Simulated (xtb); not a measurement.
C3H6AuN, charge -1, doublet, at a GFN2-xTB geometry (such geometries of metal compounds can be far from the true shape) (the multiplicity is a formal guess); GFN2-xTB run with xtb.

xtb was given this input:
```
$ xtb mol.xyz --gfn 2 --chrg -1 --uhf 1 --ohess --json

# file mol.xyz
11

Au     0.34171143     0.05507365    -0.33703847
C      1.69981826     0.54047931    -1.83234399
H      2.59589301    -0.09487127    -1.83550291
H      2.08123020     1.56807971    -1.76832366
H      1.28739199     0.45357164    -2.84633168
C     -2.61680380    -0.72151647     2.75728783
N     -1.91917145     0.00814549     1.70604424
C     -0.92838272    -0.42548863     1.07705401
H     -2.58700067    -0.13211063     3.68165130
H     -2.19777157    -1.72115018     2.96929065
H     -3.66853661    -0.84220084     2.47095867
```

Output, abridged:

```
   ID    Z sym.   atoms
    1   79 Au     1
    2    6 C      2, 6, 8
    3    1 H      3-5, 9-11
    4    7 N      7

           -------------------------------------------------
          |                Calculation Setup                |
           -------------------------------------------------

           -------------------------------------------------
          |                 G F N 2 - x T B                 |
           -------------------------------------------------

          ...................................................
          :                      SETUP                      :
          :.................................................:
          :  # basis functions                  32          :
          :  # atomic orbitals                  31          :
          :  # shells                           17          :
          :  # electrons                        35          :
          :  max. iterations                   250          :
          :  Hamiltonian                  GFN2-xTB          :
          :  restarted?                      false          :
          :  GBSA solvation                  false          :
          :  PC potential                    false          :
          :  electronic temp.          300.0000000     K    :
          :  accuracy                    1.0000000          :
          :  -> integral cutoff          0.2500000E+02      :
          :  -> integral neglect         0.1000000E-07      :
          :  -> SCF convergence          0.1000000E-05 Eh   :
          :  -> wf. convergence          0.1000000E-03 e    :
          :  Broyden damping             0.4000000          :
          :  net charge                         -1          :
          :  unpaired electrons                  1          :
          ...................................................

 iter      E             dE          RMSdq      gap      omega  full diag
   1    -16.4332192 -0.164332E+02  0.442E+00    1.41       0.0  T
   2    -16.4760110 -0.427918E-01  0.318E+00    1.24       1.0  T
   3    -16.4981483 -0.221374E-01  0.143E+00    1.28       1.0  T
   4    -16.5033011 -0.515275E-02  0.737E-01    1.18       1.0  T
   5    -16.5045426 -0.124152E-02  0.173E-01    1.18       1.0  T
   6    -16.5045360  0.659997E-05  0.850E-02    1.17       1.0  T
   7    -16.5045516 -0.156211E-04  0.102E-02    1.18       2.9  T
   8    -16.5045517 -0.858085E-07  0.412E-03    1.18       7.3  T
   9    -16.5045517 -0.261509E-07  0.141E-03    1.18      21.4  T
  10    -16.5045517 -0.114861E-08  0.850E-04    1.18      35.5  T
  11    -16.5045517 -0.689685E-08  0.805E-05    1.18     374.3  T

   *** convergence criteria satisfied after 11 iterations ***

         :::::::::::::::::::::::::::::::::::::::::::::::::::::
         ::                     SUMMARY                     ::
         :::::::::::::::::::::::::::::::::::::::::::::::::::::
         :: total energy             -16.338484577056 Eh    ::
         :: gradient norm              0.000046273978 Eh/a0 ::
         :: HOMO-LUMO gap              1.177953104123 eV    ::
         ::.................................................::
         :: SCC energy               -16.504582045762 Eh    ::
         :: -> isotropic ES            0.108821158120 Eh    ::
         :: -> anisotropic ES          0.013374625582 Eh    ::
         :: -> anisotropic XC          0.010503535901 Eh    ::
         :: -> dispersion             -0.006588491841 Eh    ::
         :: repulsion energy           0.166097468706 Eh    ::
         :: add. restraining           0.000000000000 Eh    ::
         :: total charge              -1.000000000000 e     ::
         :::::::::::::::::::::::::::::::::::::::::::::::::::::

      -----------------------------------------------------------
     |                   =====================                   |
     |                        A N C O P T                        |
     |                   =====================                   |
[...]
 * total energy  :   -16.3384846 Eh     change       -0.3273826E-10 Eh
   *** GEOMETRY OPTIMIZATION CONVERGED AFTER 1 ITERATIONS ***
         :: total energy             -16.338484577089 Eh    ::
[...]
           -------------------------------------------------
          |             Thermodynamic Functions             |
           -------------------------------------------------

c1  symmetry found (for desy threshold:  0.10E+00) used in thermo
 inverting freq            1   10.277796994994155

          ...................................................
          :                      SETUP                      :
          :.................................................:
          :  # frequencies                          27      :
          :  # imaginary freq.                       0      :
          :  linear?                             false      :
          :  only rotor calc.                    false      :
          :  symmetry                               c1      :
          :  rotational number                       1      :
          :  scaling factor                  1.0000000      :
          :  rotor cutoff                   50.0000000 cm⁻¹ :
          :  imag. cutoff                  -20.0000000 cm⁻¹ :
          :.................................................:

    mode    ω/cm⁻¹     T·S(HO)/kcal·mol⁻¹    T·S(FR)/kcal·mol⁻¹   T·S(vib)
   ------------------------------------------------------------------------
       1     10.28    -2.37226 (  0.18%)    -1.52379 ( 99.82%)    -1.52530
       2     55.01    -1.38001 ( 59.44%)    -1.02799 ( 40.56%)    -1.23722
       3     71.46    -1.22619 ( 80.67%)    -0.95054 ( 19.33%)    -1.17290
       4    118.83    -0.93001 ( 96.96%)    -0.79997 (  3.04%)    -0.92605
       5    165.08    -0.74263 ( 99.17%)    -0.70263 (  0.83%)    -0.74230
       6    230.43    -0.55921 ( 99.78%)    -0.60385 (  0.22%)    -0.55930
       7    260.45    -0.49455 ( 99.86%)    -0.56757 (  0.14%)    -0.49465
   ------------------------------------------------------------------------

   temp. (K)  partition function   enthalpy   heat capacity  entropy
                                   cal/mol     cal/K/mol   cal/K/mol   J/K/mol
 298.15  VIB  0.357E+04             3570.654     17.627     24.722
         ROT  0.124E+06              888.752      2.981     26.283
         INT  0.442E+09             4459.406     20.608     51.005
         TR   0.389E+28             1481.254      4.968     42.466
         TOT                        5940.6602    25.5760    93.4715   391.0850

       T/K    H(0)-H(T)+PV         H(T)/Eh          T*S/Eh         G(T)/Eh
   ------------------------------------------------------------------------
    298.15    0.946704E-02    0.872060E-01    0.444113E-01    0.427946E-01
   ------------------------------------------------------------------------

         :::::::::::::::::::::::::::::::::::::::::::::::::::::
         ::                  THERMODYNAMIC                  ::
         :::::::::::::::::::::::::::::::::::::::::::::::::::::
         :: total free energy         -16.295689930557 Eh   ::
         ::.................................................::
         :: total energy              -16.338484577089 Eh   ::
         :: zero point energy           0.077738950694 Eh   ::
         :: G(RRHO) w/o ZPVE           -0.034944304162 Eh   ::
         :: G(RRHO) contrib.            0.042794646532 Eh   ::
         :::::::::::::::::::::::::::::::::::::::::::::::::::::
imag cut-off (cm-1) :    5.00
 found            1  significant imaginary frequency
 writing imag mode distorted coords to xtbhess.xyz
 for further optimization.

optimized geometry written to: xtbopt.xyz

           -------------------------------------------------
          | TOTAL ENERGY              -16.338484577089 Eh   |
          | TOTAL ENTHALPY            -16.251278581839 Eh   |
          | TOTAL FREE ENERGY         -16.295689930557 Eh   |
          | GRADIENT NORM               0.000047129081 Eh/α |
          | HOMO-LUMO GAP               1.177951499241 eV   |
           -------------------------------------------------

normal termination of xtb
```
